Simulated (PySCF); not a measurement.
## `C=Cc1oncc1CC`: 4 charge schemes on one density

Compound: C7H9NO.
SMILES with atom numbers: `[CH2:1]=[CH:2][c:3]1[o:4][n:5][cH:6][c:7]1[CH2:8][CH3:9]` (hydrogens: H10, H11 on C1; H12 on C2; H13 on C6; H14, H15 on C8; H16, H17, H18 on C9)

Structure used (GFN2-xTB), in Å, numbered top down from 1:
```xyz
18
C7H9NO angstrom
C      2.974   -0.699    0.551
C      1.716   -0.693    0.126
C      0.904    0.496    0.050
O      1.406    1.688    0.431
N      0.468    2.643    0.268
C     -0.600    2.064   -0.207
C     -0.397    0.676   -0.380
C     -1.375   -0.337   -0.862
C     -2.090   -1.010    0.312
H      3.457    0.210    0.868
H      3.553   -1.605    0.594
H      1.223   -1.600   -0.194
H     -1.478    2.640   -0.417
H     -0.858   -1.093   -1.457
H     -2.111    0.155   -1.502
H     -2.804   -1.745   -0.053
H     -1.372   -1.512    0.957
H     -2.624   -0.270    0.904
```

Density: PBE0/pcSseg-1 (PySCF); schemes: Mulliken, IAO, Hirshfeld and ESP-fitted. Geometry: GFN2-xTB, one conformer, isolated molecule.

Task: Do the Mulliken, IAO, Hirshfeld and ESP-fitted schemes agree on where the charge is highest?

Result: The schemes don't all agree: Mulliken C3 (+0.377); IAO H13 (+0.174); Hirshfeld H13 (+0.070); ESP-fitted C3 (+0.643).

Task: At which atom do the 4 schemes differ most?

Result: At C3: from +0.059 (Hirshfeld) to +0.643 e (ESP-fitted), 0.584 e apart.

Task: What partial charge does each atom carry?

Result: In e:

| atom | environment | Mulliken | IAO | Hirshfeld | ESP-fitted |
| --- | --- | --- | --- | --- | --- |
| C1 | terminal =CH2 carbon | -0.094 | -0.293 | -0.085 | -0.256 |
| C2 | alkene CH carbon | -0.237 | -0.162 | -0.052 | -0.507 |
| C3 | substituted aromatic carbon | +0.377 | +0.166 | +0.059 | +0.643 |
| O4 | ring oxygen | -0.316 | -0.149 | -0.022 | -0.031 |
| N5 | pyridine-type nitrogen | -0.126 | -0.122 | -0.118 | -0.471 |
| C6 | aromatic CH next to a ring nitrogen | +0.189 | -0.066 | -0.017 | +0.331 |
| C7 | substituted aromatic carbon | -0.465 | -0.080 | -0.029 | -0.572 |
| C8 | benzylic-type carbon | -0.124 | -0.258 | -0.063 | +0.129 |
| C9 | methyl carbon | -0.266 | -0.412 | -0.116 | -0.225 |
| H10 | vinylic hydrogen | +0.135 | +0.166 | +0.050 | +0.135 |
| H11 | vinylic hydrogen | +0.122 | +0.160 | +0.054 | +0.175 |
| H12 | vinylic hydrogen | +0.106 | +0.157 | +0.055 | +0.266 |
| H13 | aromatic hydrogen | +0.087 | +0.174 | +0.070 | +0.108 |
| H14 | methylene hydrogen | +0.132 | +0.144 | +0.044 | +0.021 |
| H15 | methylene hydrogen | +0.128 | +0.147 | +0.047 | +0.049 |
| H16 | methyl hydrogen | +0.117 | +0.142 | +0.043 | +0.055 |
| H17 | methyl hydrogen | +0.119 | +0.141 | +0.039 | +0.068 |
| H18 | methyl hydrogen | +0.117 | +0.144 | +0.040 | +0.083 |

Mean size of the charges over all atoms: ESP-fitted 0.229 e, Mulliken 0.181 e, IAO 0.171 e, Hirshfeld 0.056 e. Each set sums to the total charge, 0, to within 0.001 e. The IAO scheme counts the electrons in orthogonalised intrinsic atomic orbitals, a minimal basis polarised so that it spans the occupied orbitals exactly. The Mulliken scheme gives each basis function's population to the atom it is centred on and halves the overlap population of two atoms between them.

Task: How closely do the schemes follow one another over all atoms?

Result: Correlation coefficient and root-mean-square difference: IAO with Hirshfeld 0.94, 0.131 e; Mulliken with ESP-fitted 0.83, 0.171 e; Mulliken with IAO 0.73, 0.146 e; Mulliken with Hirshfeld 0.71, 0.171 e; Hirshfeld with ESP-fitted 0.67, 0.262 e; IAO with ESP-fitted 0.55, 0.250 e.

Task: How many electrons does the ESP-fitted scheme count on C2?

Result: Z − q = 6 − (-0.507) = 6.507.

The run behind these numbers computed NMR shieldings as well. Hardware: an x86-64 server with one thread, no GPU, shared host. Cost: 50 s wall.
